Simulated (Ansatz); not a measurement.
`CC(C)[O][GeH]`, relaxed with RKS PBE-D4/def2-SVP in Ansatz 0.2.0 from a rough embedded geometry. The force threshold is 0.03 eV/Å; the program also tests the step.

Total charge 0; spin multiplicity 1.

Start:

```xyz
13

C     0.954    0.980   -0.817
C    -0.153    0.228   -0.121
C    -0.106   -1.190   -0.631
O     0.027    0.181    1.302
Ge   -1.513    0.052    2.132
H     0.918    2.090   -0.400
H     1.938    0.581   -0.540
H     0.805    1.020   -1.861
H    -1.164    0.710   -0.427
H    -0.983   -1.800   -0.206
H     0.818   -1.697   -0.372
H    -0.261   -1.250   -1.739
H    -1.280    0.094    3.681
```

**Question.** How much energy does the relaxation release, and in how many steps? (An estimate is asked.)

**Answer.** Ansatz gave: 66.37 kJ/mol, in 7 steps.

**Question.** Which bonds change most? (An estimate is asked.)

**Answer.** Computed: C1–H6 from 1.186 to 1.108 Å; O4–Ge5 from 1.755 to 1.815 Å; C1–H8 from 1.055 to 1.109 Å; Ge5–H13 from 1.567 to 1.619 Å.

**Question.** Give the relaxed structure. (Best estimate.)

**Answer.** Computed: 
```xyz
13

C     0.896    1.028   -0.658
C    -0.235    0.114   -0.188
C    -0.123   -1.300   -0.754
O    -0.186    0.033    1.242
Ge   -1.593    0.580    2.250
H     0.779    2.044   -0.233
H     1.875    0.626   -0.326
H     0.906    1.110   -1.763
H    -1.213    0.556   -0.509
H    -0.968   -1.928   -0.406
H     0.821   -1.774   -0.415
H    -0.133   -1.286   -1.863
H    -0.826    0.195    3.623
```
